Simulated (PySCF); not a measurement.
Compound: 2-methylpyridine, C6H7N.
Bonds: C1–C2, C2–C3 (aromatic), C3–C4 (aromatic), C4–C5 (aromatic), C5–C6 (aromatic), C6–N7 (aromatic), C2–N7 (aromatic). Hydrogens: H8, H9, H10 on C1; H11 on C3; H12 on C4; H13 on C5; H14 on C6.

Method used: PBE0-D3(BJ)/def2-SVP geometry optimisation, gas phase in PySCF 2.14.0.

What internal coordinates does the optimisation give?

```
                bond  length (bohr)
               C1–C2          2.834
               C2–C3          2.653
               C3–C4          2.625
               C4–C5          2.634
               C5–C6          2.631
               C6–N7          2.515
               C2–N7          2.522
C1–H8, C1–H9, C1–H10          2.079
              C3–H11          2.065
              C4–H12          2.066
              C5–H13          2.063
              C6–H14          2.072
```

Bonds in one row agree within 0.02 bohr and their mean is given. A selection of angles:
```
    angle  degrees
 C2–C1–H8    111.2
C2–C1–H10    109.4
 H8–C1–H9    107.2
H8–C1–H10    108.9
 C1–C2–C3    121.0
 C1–C2–N7    117.2
 C3–C2–N7    121.7
 C2–C3–C4    119.2
C2–C3–H11    120.0
C4–C3–H11    120.8
 C3–C4–C5    118.8
C3–C4–H12    120.5
C5–C4–H12    120.7
 C4–C5–C6    117.9
C4–C5–H13    121.5
C6–C5–H13    120.6
 C5–C6–N7    123.6
C5–C6–H14    120.2
N7–C6–H14    116.2
 C2–N7–C6    118.8
```

The 6-membered ring C2–C3–C4–C5–C6–N7 has internal angles of 117.9° to 123.6° (sum 720°, against 720° for a flat polygon); it is planar, 0.00 Å rms from its mean plane, widest ring torsion 0°. The 5 C–C bonds span 1.389 Å (C3–C4, aromatic) to 1.500 Å (C1–C2, drawn single), a spread of 0.111 Å. The 7 heavy atoms lie in one plane (0.000 Å rms).

Point group: Cs (tolerance 0.08 Å). No PBE0-D3(BJ)/def2-SVP frequencies stand behind this structure, so it isn't proved a minimum.

On one thread of an Arm Neoverse V1, shared host, this took 21 s wall. This is the geometry optimisation.
